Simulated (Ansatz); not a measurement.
`[C-]#[N+]C12CC3C4CC5CC3C(C1)C(C5)C4C2` with charge +1. The state is a doublet with charge 1. Geometry PBE-D4/def2-SVP, that of the neutral singlet; atoms count from 1.

Cartesian coordinates in Å:
```
C -2.280 0.595 -4.174
N -1.715 0.448 -3.141
C -1.036 0.271 -1.898
C -1.976 -0.416 -0.879
C -1.241 -0.604 0.455
C -0.799 0.763 1.033
C -0.066 0.571 2.371
C 1.180 -0.308 2.162
C 0.747 -1.677 1.606
C 0.016 -1.489 0.267
C 0.942 -0.799 -0.765
C 0.217 -0.612 -2.105
C 1.389 0.567 -0.190
C 2.118 0.375 1.150
C 0.129 1.447 -0.001
C -0.600 1.645 -1.337
H -2.305 -1.394 -1.290
H -2.884 0.208 -0.745
H -1.927 -1.098 1.177
H -1.699 1.399 1.186
H 0.226 1.559 2.787
H -0.748 0.100 3.111
H 1.708 -0.446 3.129
H 1.634 -2.332 1.464
H 0.081 -2.192 2.332
H -0.296 -2.479 -0.133
H 1.840 -1.435 -0.928
H 0.883 -0.129 -2.850
H -0.094 -1.592 -2.525
H 2.069 1.061 -0.919
H 2.454 1.360 1.542
H 3.032 -0.239 0.999
H 0.437 2.442 0.391
H 0.060 2.146 -2.076
H -1.497 2.285 -1.207
```

Single mean-field runs in def2-TZVP are fitted with def2-universal-jkfit.

Q: Estimate the Mulliken populations of the heavy atoms from the PBE0/def2-TZVP orbitals of Ansatz.

A: 
| atom | charge (e) | spin (α − β) |
| --- | --- | --- |
| C1 | -0.11 | 0.09 |
| N2 | 0.08 | 0.01 |
| C3 | 0.01 | 0.03 |
| C4 | -0.27 | 0.02 |
| C5 | -0.04 | 0.06 |
| C6 | -0.08 | 0.06 |
| C7 | -0.28 | 0.03 |
| C8 | 0.01 | 0.03 |
| C9 | -0.29 | 0.02 |
| C10 | -0.08 | 0.04 |
| C11 | -0.04 | 0.06 |
| C12 | -0.27 | 0.03 |
| C13 | -0.08 | 0.06 |
| C14 | -0.28 | 0.03 |
| C15 | -0.05 | 0.03 |
| C16 | -0.27 | 0.02 |
Mulliken values depend strongly on the basis.

Q: Where does the spin sit?

A: Summed by element: C 0.64, N 0.01, H 0.35, of 1 unpaired in all. Largest on single atoms: C1 0.09, C13 0.06, C6 0.06.

Q: And the Mayer bond orders between heavy atoms (over 0.3)?

A: C1–N2 2.28 (1.19 Å); N2–C3 1.01 (1.43 Å); C3–C4 0.99 (1.55 Å); C3–C12 0.99 (1.55 Å); C3–C16 0.97 (1.55 Å); C4–C5 0.97 (1.53 Å); C5–C6 0.94 (1.55 Å); C5–C10 0.97 (1.55 Å); C6–C7 0.98 (1.54 Å); C6–C15 0.97 (1.55 Å); C7–C8 1.00 (1.54 Å); C8–C9 1.00 (1.54 Å); C8–C14 1.00 (1.54 Å); C9–C10 0.98 (1.54 Å); C10–C11 0.97 (1.55 Å); C11–C12 0.97 (1.53 Å); C11–C13 0.94 (1.55 Å); C13–C14 0.98 (1.54 Å); C13–C15 0.97 (1.55 Å); C15–C16 0.97 (1.53 Å).
